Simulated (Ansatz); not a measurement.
Ansatz (a quantum-chemistry and plane-wave program) input (B3LYP/6-31G* with LANL2DZ past Ar): The .json file joins the Basis Set Exchange's 6-31G* for atoms up to Ar and LANL2DZ past it.

Ansatz 0.2 input:
```yaml
crystal:
  periodic: [false, false, false]
  atoms:
    - {symbol: Br, position_ang: [2.09797700, -1.09284400, -0.34797000]}
    - {symbol: C, position_ang: [0.31394600, -0.22046000, -0.07405500]}
    - {symbol: C, position_ang: [0.23722700, 1.03941800, 0.40980400]}
    - {symbol: Se, position_ang: [-1.65015600, 1.32039900, 0.45166700]}
    - {symbol: C, position_ang: [-2.00624000, -0.41482600, -0.23105700]}
    - {symbol: C, position_ang: [-0.81459500, -1.03506100, -0.42851100]}
    - {symbol: H, position_ang: [-2.99133600, -0.81596600, -0.42076700]}
    - {symbol: H, position_ang: [-0.71458300, -2.04248700, -0.81405000]}
basis:
  gaussian:
    orbitals: 6-31Gs+LANL2DZ.json
hamiltonian:
  xc: {name: B3LYP}
total_charge: -1
relax: {f_tol: 0.003, max_steps: 120}
```

Output:

```
Functional definition: B3LYP
integrals: 0.04 GiB planned
1004 factors; integrals over basis functions are off by at most 4.2e-4 eV
mean field: 0.29 GiB planned
mean field evaluation 1: about -4784.2862 eV, gradient 3.8e1 eV
mean field evaluation 2: about -4778.8547 eV, gradient 5.5e1 eV
mean field evaluation 4: about -4787.9865 eV, gradient 5.0e0 eV
mean field evaluation 8: about -4788.0908 eV, gradient 8.0e-2 eV
mean field evaluation 16: about -4788.0908 eV, gradient 5.7e-6 eV
mean field -4788.09078413 eV, -175.9590908323 hartree, gradient 5.5e-6 eV, S^2 0.000000; 0 other end points of the search recorded, 0 dependent functions left out
the calculation of the forces begins
reference -4788.09102206 eV, -175.9590995761 hartree; 20, 20 occupied and 60, 60 virtual orbitals, 1004 factors
relax step   1: F+E_penalty+E_count = -4788.09078413 eV  Δ(F+E_penalty+E_count) = +0.000e0 eV  max|allowed force component| = 9.155e-1 eV/Å  Δτ_max = 0.0000 Å  (31 SCF iters, accepted)
these checks for a lower state are left out or cut short: starts, cluster_reference, orbital_swaps, neighbouring_geometries, increment
integrals: 0.04 GiB planned
1004 factors; integrals over basis functions are off by at most 4.3e-4 eV
mean field: 0.29 GiB planned
mean field -4788.15722119 eV, -175.9615323491 hartree, gradient 1.2e-5 eV, S^2 0.000000; 0 other end points of the search recorded, 0 dependent functions left out
the calculation of the forces begins
reference -4788.15746011 eV, -175.9615411294 hartree; 20, 20 occupied and 60, 60 virtual orbitals, 1004 factors
relax step   2: F+E_penalty+E_count = -4788.15722119 eV  Δ(F+E_penalty+E_count) = -6.644e-2 eV  max|allowed force component| = 6.198e-1 eV/Å  Δτ_max = 0.0468 Å  (33 SCF iters, accepted)
these checks for a lower state are left out or cut short: starts, cluster_reference, orbital_swaps, neighbouring_geometries, increment
integrals: 0.04 GiB planned
1004 factors; integrals over basis functions are off by at most 4.3e-4 eV
mean field: 0.29 GiB planned
mean field evaluation 32: about -4788.1878 eV, gradient 1.3e-5 eV
mean field -4788.18784048 eV, -175.9626575875 hartree, gradient 1.3e-5 eV, S^2 0.000000; 0 other end points of the search recorded, 0 dependent functions left out
the calculation of the forces begins
reference -4788.18808034 eV, -175.9626664019 hartree; 20, 20 occupied and 60, 60 virtual orbitals, 1004 factors
relax step   3: F+E_penalty+E_count = -4788.18784048 eV  Δ(F+E_penalty+E_count) = -3.062e-2 eV  max|allowed force component| = 3.176e-1 eV/Å  Δτ_max = 0.0371 Å  (33 SCF iters, accepted)
these checks for a lower state are left out or cut short: starts, cluster_reference, orbital_swaps, neighbouring_geometries, increment
integrals: 0.04 GiB planned
1004 factors; integrals over basis functions are off by at most 4.3e-4 eV
mean field: 0.29 GiB planned
mean field -4788.19222837 eV, -175.9628188392 hartree, gradient 2.1e-5 eV, S^2 0.000000; 0 other end points of the search recorded, 0 dependent functions left out
the calculation of the forces begins
reference -4788.19246850 eV, -175.9628276638 hartree; 20, 20 occupied and 60, 60 virtual orbitals, 1004 factors
relax step   4: F+E_penalty+E_count = -4788.19222837 eV  Δ(F+E_penalty+E_count) = -4.388e-3 eV  max|allowed force component| = 1.509e-1 eV/Å  Δτ_max = 0.0154 Å  (34 SCF iters, accepted)
these checks for a lower state are left out or cut short: starts, cluster_reference, orbital_swaps, neighbouring_geometries, increment
integrals: 0.04 GiB planned
1004 factors; integrals over basis functions are off by at most 4.3e-4 eV
mean field: 0.29 GiB planned
mean field -4788.19304392 eV, -175.9628488103 hartree, gradient 2.2e-5 eV, S^2 0.000000; 0 other end points of the search recorded, 0 dependent functions left out
the calculation of the forces begins
reference -4788.19328407 eV, -175.9628576354 hartree; 20, 20 occupied and 60, 60 virtual orbitals, 1004 factors
relax step   5: F+E_penalty+E_count = -4788.19304392 eV  Δ(F+E_penalty+E_count) = -8.156e-4 eV  max|allowed force component| = 3.000e-2 eV/Å  Δτ_max = 0.0046 Å  (34 SCF iters, accepted)
these checks for a lower state are left out or cut short: starts, cluster_reference, orbital_swaps, neighbouring_geometries, increment
integrals: 0.04 GiB planned
1004 factors; integrals over basis functions are off by at most 4.3e-4 eV
mean field: 0.29 GiB planned
mean field -4788.19312570 eV, -175.9628518156 hartree, gradient 2.3e-5 eV, S^2 0.000000; 0 other end points of the search recorded, 0 dependent functions left out
the calculation of the forces begins
reference -4788.19336581 eV, -175.9628606395 hartree; 20, 20 occupied and 60, 60 virtual orbitals, 1004 factors
relax step   6: F+E_penalty+E_count = -4788.19312570 eV  Δ(F+E_penalty+E_count) = -8.178e-5 eV  max|allowed force component| = 7.589e-3 eV/Å  Δτ_max = 0.0031 Å  (26 SCF iters, accepted)
these checks for a lower state are left out or cut short: starts, cluster_reference, orbital_swaps, neighbouring_geometries, increment
integrals: 0.04 GiB planned
1004 factors; integrals over basis functions are off by at most 4.3e-4 eV
mean field: 0.29 GiB planned
mean field -4788.19313307 eV, -175.9628520863 hartree, gradient 3.9e-5 eV, S^2 0.000000; 0 other end points of the search recorded, 0 dependent functions left out
the calculation of the forces begins
reference -4788.19337317 eV, -175.9628609101 hartree; 20, 20 occupied and 60, 60 virtual orbitals, 1004 factors
relax step   7: F+E_penalty+E_count = -4788.19313307 eV  Δ(F+E_penalty+E_count) = -7.365e-6 eV  max|allowed force component| = 4.054e-3 eV/Å  Δτ_max = 0.0005 Å  (24 SCF iters, accepted)
these checks for a lower state are left out or cut short: starts, cluster_reference, orbital_swaps, neighbouring_geometries, increment
integrals: 0.04 GiB planned
1004 factors; integrals over basis functions are off by at most 4.3e-4 eV
mean field: 0.29 GiB planned
mean field evaluation 64: about -4788.1931 eV, gradient 4.0e-2 eV
mean field -4788.19313463 eV, -175.9628521436 hartree, gradient 3.3e-5 eV, S^2 0.000000; 0 other end points of the search recorded, 0 dependent functions left out
the calculation of the forces begins
reference -4788.19337474 eV, -175.9628609675 hartree; 20, 20 occupied and 60, 60 virtual orbitals, 1004 factors
relax step   8: F+E_penalty+E_count = -4788.19313463 eV  Δ(F+E_penalty+E_count) = -1.560e-6 eV  max|allowed force component| = 8.421e-4 eV/Å  Δτ_max = 0.0004 Å  (23 SCF iters, accepted)
integrals: 0.04 GiB planned
1004 factors; integrals over basis functions are off by at most 4.3e-4 eV
mean field: 0.29 GiB planned
mean field -4788.19313463 eV, -175.9628521436 hartree, gradient 3.3e-5 eV, S^2 0.000000; 1 other end points of the search recorded, 0 dependent functions left out
the calculation of the forces begins
reference -4788.19337474 eV, -175.9628609675 hartree; 20, 20 occupied and 60, 60 virtual orbitals, 1004 factors
Total energy: -4788.19337474 eV, -175.9628609675 hartree
Atom 0 at     2.166887    -1.150281    -0.367719 Å, force    -0.000021     0.000161     0.000061 eV/Å
Atom 1 at     0.290624    -0.193087    -0.064307 Å, force    -0.000090    -0.000336    -0.000133 eV/Å
Atom 2 at     0.270398     1.062675     0.419957 Å, force     0.000106     0.000368     0.000146 eV/Å
Atom 3 at    -1.696992     1.352024     0.462227 Å, force     0.000097     0.000315     0.000125 eV/Å
Atom 4 at    -2.022705    -0.426513    -0.236152 Å, force     0.000391    -0.000131    -0.000037 eV/Å
Atom 5 at    -0.822308    -1.032918    -0.427956 Å, force    -0.000705    -0.000842    -0.000350 eV/Å
Atom 6 at    -3.010329    -0.831809    -0.427556 Å, force     0.000016     0.000013     0.000006 eV/Å
Atom 7 at    -0.703335    -2.041919    -0.813434 Å, force     0.000206     0.000453     0.000182 eV/Å
Dipole moment:    -0.504461    -0.404201    -0.173919 e Å
```

The dipole moment of an ion depends on the origin.

The geometry given is a B3LYP-D3(BJ)/def2-TZVP minimum.
